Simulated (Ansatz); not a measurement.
Q: Name a neutral molecule of C, F, Si and H with HOMO energy (PBE/def2-TZVPP) between -7.25 and -6.95 eV and HOMO–LUMO gap (PBE/def2-TZVPP) between 5.25 and 5.55 eV (Ansatz, PBE0-D4/def2-TZVP geometry).

A: `C#C[SiH](F)CF` (-7.12 eV, 5.25 eV); `FC[SiH2][SiH2]F` (-7.03 eV, 5.47 eV). Other molecules can fit too; these were computed, each in one conformer that needn't be the lowest.
